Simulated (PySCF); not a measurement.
C₃H₇B₂F₃.
SMILES with atom numbers: `[BH2:1][CH:2]([BH2:3])[CH2:4][C:5]([F:6])([F:7])[F:8]` (hydrogens: H9, H10 on B1; H11 on C2; H12, H13 on B3; H14, H15 on C4)

All values: PBE0/pcSseg-1 and CAM-B3LYP/def2-SVPD (PySCF, non-relativistic), on one gas-phase PBE0-D3(BJ)/def2-SVP geometry that isn't relaxed in the solvent. The solvent is an IEF-PCM continuum (Bondi radii, 1.10 Å for H, scaled by 1.2). The model holds no explicit solvent molecules, cavitation or dispersion.

Gas phase at PBE0/pcSseg-1: HOMO -9.14 eV, LUMO -2.07 eV, dipole 1.87 D.

Question: What does the continuum do to the energy, the frontier levels and the dipole at PBE0/pcSseg-1 in cyclohexane and benzene?

Answer: 
```csv
solvent,ε,E(solvent) − E(gas) (kcal/mol),polarisation term (kcal/mol),distortion of the solute (kcal/mol),HOMO (eV),LUMO (eV),dipole (D)
cyclohexane,2.017,-1.15,-1.20,0.05,-9.01,-1.91,2.02
benzene,2.271,-1.31,-1.37,0.06,-8.99,-1.89,2.04
```

Polarisation term: ½ Σ q·V over the induced surface charges. Distortion: the rise of the solute's own energy as its density leaves the gas-phase optimum. From cyclohexane to benzene the lowering changes by a factor 1.14, Onsager's factor (ε − 1)/(2ε + 1) by 1.14 and ε itself by 1.1.

Question: Which radius a makes the point-dipole formula ΔE = −[(ε − 1)/(2ε + 1)]·μ²/a³ give the value in benzene, with the gas-phase dipole?

Answer: μ = 0.737 au and |ΔE| = 0.00208 Eh give a = 2.07 Å; the farthest nucleus lies 3.10 Å from the centroid of the nuclei, so such a sphere wouldn't even hold the nuclei. The formula assumes a rigid point dipole at the centre of a sphere.

Question: How do the nuclear quadrupole coupling constants eQVzz/h respond in benzene?

Answer: 
```csv
nucleus,Q (barn),gas (MHz),solvent (MHz),η gas,η solvent
11B at B1,0.04059,5.75,5.74,0.04,0.03
11B at B3,0.04059,5.71,5.71,0.10,0.10
```

Gas phase at CAM-B3LYP/def2-SVPD: HOMO -10.59 eV, LUMO -1.00 eV, dipole 2.00 D.

Question: What does the continuum do to the energy, the frontier levels and the dipole at CAM-B3LYP/def2-SVPD in benzene?

Answer: 
| solvent | ε | E(solvent) − E(gas) (kcal/mol) | polarisation term (kcal/mol) | distortion of the solute (kcal/mol) | HOMO (eV) | LUMO (eV) | dipole (D) |
| --- | --- | --- | --- | --- | --- | --- | --- |
| benzene | 2.271 | -1.42 | -1.51 | 0.09 | -10.42 | -0.81 | 2.19 |

Question: How does the static polarisability (CAM-B3LYP/def2-SVPD, frozen core, with the continuum's full static response) change?

Answer: 
| medium | isotropic (au) | principal values (au) | ⟨r²⟩ of the electrons (bohr²) |
| --- | --- | --- | --- |
| gas | 66.8 | 58.4, 69.1, 73.0 | 1005.4 |
| benzene | 74.5 | 65.4, 77.7, 80.3 | 1005.8 |

The isotropic value in benzene is 1.11 times the gas-phase one; no cavity-field correction is applied. ⟨r²⟩ is taken about the centre of nuclear charge.

Shape of the structure used: `[BH2:1][CH:2]([BH2:3])[CH2:4][C:5]([F:6])([F:7])[F:8]`: B1–C2–C4–C5 71°, C2–C4–C5–F6 -55°.
